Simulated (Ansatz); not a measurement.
Molecule: sum formula HPO (charge 0, singlet). 
Coordinates optimised at B3LYP-D3(BJ)/def2-TZVP (Ansatz, a first-principles code):
```xyz
3

P     -0.0445    -0.0418    -0.4790
O     -0.0789     0.0248     1.0025
H      1.2993     0.4287    -0.8354
```

Wanted: vertical triplet-singlet gap (E(triplet) - E(singlet); each state is the SCF solution reached for its spin; for the triplet T1 is 0.055; for the singlet the Hartree-Fock reference is unstable and T1 is 0.019), in kcal/mol. Correlated levels leave the core frozen unless marked. UHF or UKS for open shells. No spin-orbit coupling. No relativistic terms. CBS marks a two-point X^-3 extrapolation of the correlation energy; Hartree-Fock from the larger set.

```tsv
level	program	vertical triplet-singlet gap (kcal/mol)
MP2/def2-TZVPPD	Ansatz	53.7
MP2/CBS(aug-cc-pV(T+d)Z,aug-cc-pV(Q+d)Z)	Ansatz	55.4
RI-MP2/def2-QZVPPD	Ansatz	54.6
SCS-MP2/aug-cc-pV(D+d)Z	Ansatz	53.4
```

Task: Estimate the value at CCSD(T)/CBS(aug-cc-pV(T+d)Z,aug-cc-pV(Q+d)Z) as computed with Ansatz.

Result: 42.5 kcal/mol, so SCS-MP2/aug-cc-pV(D+d)Z differs from it by 10.9 kcal/mol.
